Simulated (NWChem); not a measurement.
# SOF anion

```xyz
3

O     -0.6136     1.2525     0.0000
S      0.5044     0.1733     0.0000
F     -0.3334    -1.4323     0.0000
```
Atoms are numbered in this order, from 1.

All runs: NWChem. Coordinates come from a B3LYP/def2-SVPD optimisation. The gas-phase anion has a positive highest level at the geometry level, so the gas reference is doubtful. Level: M05-2X/aug-cc-pVDZ with COSMO at NWChem's default radii, gas-phase geometry; the question gives the dielectric constant. Reactions with the solvent are ignored.

Problem. Estimate the computed values for dielectric constant 46.7. Quantities: electrostatic solvation energy (kcal/mol).

Solution. The electrostatic solvation energy (kcal/mol) comes out as -63.9.
